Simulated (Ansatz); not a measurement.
Molecule: sum formula AlO$_{2}$H$_{2}$ (charge -1, singlet). 
Geometry from a B3LYP-D3(BJ)/def2-TZVP (Ansatz, a first-principles code) optimisation:
```
Al
O 1 1.8051
H 2 0.9658 1 115.92
O 1 1.8051 2 102.56 3 0.00
H 4 0.9658 1 115.92 2 0.00
```
Charge -1, spin multiplicity 1.

Basis-set convergence of Hartree-Fock and CCSD correlation energies (hartree) with Ansatz. Valence correlation only, unless marked. Spin-orbit coupling is left out. No relativistic terms. This anion needs diffuse functions, which these sets lack.

The Hartree-Fock reference is unstable (checked in the largest basis), which strains HF and MP2. 

```csv
basis,functions,E(HF),"E(corr, CCSD)"
cc-pV(D+d)Z,61,-392.89330,-0.46747
cc-pV(T+d)Z,127,-392.96506,-0.58981
cc-pV(Q+d)Z,234,[?],[?]
```

Problem. Fill in the missing entries.

Solution. 
- cc-pV(Q+d)Z, E(HF): -392.98594
- cc-pV(Q+d)Z, E(corr, CCSD): -0.63046
